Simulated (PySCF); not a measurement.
Cr²⁺ (chromium, charge +2): UHF calculation

Configuration: [Ar] 3d4, high-spin 5D determinant. All numbers are calculated (PySCF 2.14, the spin-free X2C one-electron Hamiltonian (Gaussian nucleus), in jorge-DZP-DKH (8s6p2d1f, 43 functions)).

```json
{
 "Total energy": "-1048.838552 hartree",
 "One-electron energy": "-1428.1885 hartree",
 "Hartree (Coulomb) energy": "427.0245 hartree",
 "Exchange energy": "-47.6745 hartree",
 "⟨S²⟩": "6.0011",
 "⟨L²⟩": "6.013",
 "Sum of ⟨r⟩": "14.59 bohr",
 "Sum of ⟨r²⟩": "16.29 bohr²",
 "Traceless quadrupole moment −½Σ⟨3z² − r²⟩ along its main axis": "-0.512 e·bohr²",
 "Langevin diamagnetic susceptibility": "-12.9 ×10⁻⁶ cm³/mol",
 "Time after the integrals": "0.28 s of wall time on 1 thread of Neoverse-N1 (shared host)"
}
```

| shell | electrons | mean orbital energy (hartree) | spread (hartree) | rms radius, mean of both spins (bohr) |
| --- | --- | --- | --- | --- |
| 1s β | 1 | -222.88828 | 0 | 0.0734 |
| 1s α | 1 | -222.88579 | 0 | 0.0734 |
| 2s α | 1 | -27.46623 | 0 | 0.316 |
| 2s β | 1 | -27.37627 | 0 | 0.316 |
| 2p α | 3 | -23.11077 | 0.00208 | 0.287 |
| 2p β | 3 | -23.02200 | 0.02848 | 0.287 |
| 3s α | 1 | -4.33127 | 0 | 0.968 |
| 3s β | 1 | -4.02376 | 0 | 0.968 |
| 3p α | 3 | -3.07989 | 0.04746 | 1.04 |
| 3p β | 3 | -2.70338 | 0.07381 | 1.04 |
| 3d α | 4 | -1.19222 | 0.06242 | 1.34 |

Densities and radii are taken from the X2C orbitals without a picture-change correction, which distorts them close to the nucleus.
